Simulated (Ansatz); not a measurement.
A single point on C2H10AlBSi (`B[C](C)([AlH2])[SiH3]`).

```yaml
crystal:
  periodic: [false, false, false]
  atoms:
    - {symbol: B, position_ang: [0.078602, 0.892125, 1.457080]}
    - {symbol: C, position_ang: [-0.289217, 0.319320, 0.119394]}
    - {symbol: C, position_ang: [-1.733709, 0.234450, -0.363993]}
    - {symbol: Al, position_ang: [0.591180, -1.502386, 0.482556]}
    - {symbol: Si, position_ang: [1.069545, 0.472937, -1.133666]}
    - {symbol: H, position_ang: [-0.758181, 1.132706, 2.284985]}
    - {symbol: H, position_ang: [1.234887, 1.066680, 1.745009]}
    - {symbol: H, position_ang: [-2.413010, 0.134659, 0.486058]}
    - {symbol: H, position_ang: [-2.023844, 1.142875, -0.900153]}
    - {symbol: H, position_ang: [-1.914618, -0.607932, -1.037526]}
    - {symbol: H, position_ang: [1.596156, -1.781989, 1.668026]}
    - {symbol: H, position_ang: [-0.075075, -2.631529, -0.405855]}
    - {symbol: H, position_ang: [2.036080, 1.584698, -0.995439]}
    - {symbol: H, position_ang: [1.930894, -0.791291, -0.834453]}
    - {symbol: H, position_ang: [0.648510, 0.283876, -2.542820]}
basis:
  gaussian: {orbitals: def2-QZVPP}
correlation: {method: mp2}
```

```sh
$ ansatz run in.yaml --threads 4 --pin off --events-out ev --progress --plain --max-ram 10444MiB
```

Shortened log:

```
Functional definition: HF
3562 factors; integrals over basis functions are off by at most 8.8e-4 eV
mean field evaluation 1: about -17331.9487 eV, gradient 4.1e1 eV
mean field evaluation 2: about -17332.0900 eV, gradient 4.1e1 eV
mean field evaluation 4: about -17337.3143 eV, gradient 5.2e0 eV
mean field evaluation 8: about -17337.4212 eV, gradient 2.6e-1 eV
mean field -17337.42156271 eV, -637.1384907032 hartree, gradient 3.3e-6 eV, S^2 0.000000; 0 other end points of the search recorded, 0 dependent functions left out
13 core orbitals not correlated: weight in the atoms' cores, before any rotation towards them, 1.000 or more for the frozen orbitals, at most 0.000 for the correlated occupied ones
reference -17337.42156271 eV, -637.1384907032 hartree; 14, 14 occupied and 584, 584 virtual orbitals, 3562 factors
second order -19.57935572 eV of doubles, -0.00000000 eV of singles
Total energy: -17357.00091843 eV, -637.8580187546 hartree
```

It took 40 s on 4 threads of an Arm Neoverse V1 on a shared host, with 5.7 GiB of host memory at the peak.
